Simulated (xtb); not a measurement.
FK, charge -1, doublet, at the geometry of the source list (a state made from the parent by changing its charge; the spin is typed, not shown lowest); xtb 6.7.1 with GFN-FF.

The xtb input:
```
$ xtb mol.xyz --gfnff --chrg -1 --uhf 1 --json

# file mol.xyz
2

K     -0.53980000    -0.44520000    -0.72920000
F      0.53980000     0.44520000     0.72920000
```

Output, abridged:

```
   ID    Z sym.   atoms
    1   19 K      1
    2    9 F      2

           -------------------------------------------------
          |                Calculation Setup                |
           -------------------------------------------------

          ==================== Thresholds ====================
          CN  :   150.00000
          rep :   500.00000
          disp:  2500.00000
          HB1 :   250.00000
          HB2 :   450.00000

          Pauling EN used:
          Z : 9  EN :  3.98
          Z :19  EN :  0.82
          electric field strengths (au): 0.000

           -------------------------------------------------
          |           Force Field Initialization            |
           -------------------------------------------------

          distances ...
          ----------------------------------------
          generating topology and atomic info file ...
          pair mat ...
          computing topology distances matrix with Floyd-Warshall algo ...
          making topology EEQ charges ...
          #fragments for EEQ constrain: 1
          ----------------------------------------
          generating topology and atomic info file ...
          pair mat ...
          computing topology distances matrix with Floyd-Warshall algo ...
          making topology EEQ charges ...
          #fragments for EEQ constrain: 1
          rings ...
          # BATM   0
          # H in HB   0

  atom   neighbors  erfCN metchar sp-hybrid imet pi  qest     coordinates
    1  K       1    0.98   0.00         0    1    0   0.115   -1.020074   -0.841306   -1.377988
    2  F       1    0.98   0.00         0    0    0  -1.115    1.020074    0.841306    1.377988

          #atoms :   2
          #bonds :   1
          #angl  :   0
          #tors  :   0
          #nmol  :   1
          #optfrag :   1
           -------------------------------------------------
          |                   G F N - F F                   |
          |          A general generic force-field          |
          |                  Version 1.0.3                  |
           -------------------------------------------------
          Number of HB bonds (bound hydrogen)     0
          Number of HB bonds (unbound hydrogen)   0
          Number of XB bonds                      0

         :::::::::::::::::::::::::::::::::::::::::::::::::::::
         ::                     SUMMARY                     ::
         :::::::::::::::::::::::::::::::::::::::::::::::::::::
         :: total energy              -0.815102908006 Eh    ::
         :: gradient norm              0.092306446539 Eh/a0 ::
         ::.................................................::
         :: bond energy               -0.033122479460 Eh    ::
         :: angle energy               0.000000000000 Eh    ::
         :: torsion energy             0.000000000000 Eh    ::
         :: repulsion energy           0.003721644651 Eh    ::
         :: electrostat energy        -0.785503057164 Eh    ::
         :: dispersion energy         -0.000199016034 Eh    ::
         :: HB energy                  0.000000000000 Eh    ::
         :: XB energy                  0.000000000000 Eh    ::
         :: bonded atm energy          0.000000000000 Eh    ::
         :: external energy            0.000000000000 Eh    ::
         :: add. restraining           0.000000000000 Eh    ::
         :: total charge              -1.000000000000 e     ::
         :::::::::::::::::::::::::::::::::::::::::::::::::::::

           -------------------------------------------------
          |                Property Printout                |
           -------------------------------------------------

molecular dipole:
                 x           y           z       tot (Debye)
 q only:       -0.634      -0.523      -0.857       3.019

           -------------------------------------------------
          | TOTAL ENERGY               -0.815102908006 Eh   |
          | GRADIENT NORM               0.092306446539 Eh/α |
           -------------------------------------------------
########################################################################
[WARNING] Runtime exception occurred
-1- gfnff_setup: Could not read topology file.
########################################################################

normal termination of xtb
```
